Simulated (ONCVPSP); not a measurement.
iridium: excitation energies, all-electron against ONCV

ONCVPSP 4.0.1 input, shortened (lines: element, Z, core and valence counts, functional; n l f; lmax; l rc ep ncon nbas qcut; lloc lpopt rc5 dvloc0; l nproj debl; icmod fcfact rcfact), PBEsol, scalar-relativistic:

```
  Ir 77.00   10    4  -116133      upf
    1    0    2.00
    2    0    2.00
    2    1    6.00
    3    0    2.00
    3    1    6.00
    3    2   10.00
    4    0    2.00
    4    1    6.00
    4    2   10.00
    4    3   14.00
    5    0    2.00
    5    1    6.00
    5    2    7.50
    6    0    1.50
    2
    0    1.40    0.00    4    9    9.00
    1    1.60    0.00    3    8   10.50
    2    1.70    0.00    3    6    4.90
    4    5    1.30    2.00
    0    2    1.50
    1    2    2.50
    2    2    0.90
    1    0.25    0.00
```

Energies are relative to the spin-unpolarised reference configuration 5s2 5p6 5d7.5 6s1.5; without spin polarisation the order of configurations can differ from experiment.

| valence configuration | charge | ΔE all-electron (eV) | error AE − PS (meV) |
| --- | --- | --- | --- |
| 5s2 5p6 5d7 6s2 | 0 | 0.278 | +0.5 |
| 5s2 5p6 5d7 6s1 | +1 | 10.207 | -3.4 |
| 5s2 5p6 5d7 6s0 | +2 | 27.703 | -11 |
| 5s2 5p6 5d6 6s2 6p1 | 0 | 7.482 | -0.1 |

Levels in the configuration 5s2 5p6 5d7 6s0:

```csv
level,all-electron (eV),pseudo (eV)
5s,-115.727,-115.766
5p,-72.450,-72.471
5d,-24.442,-24.448
```
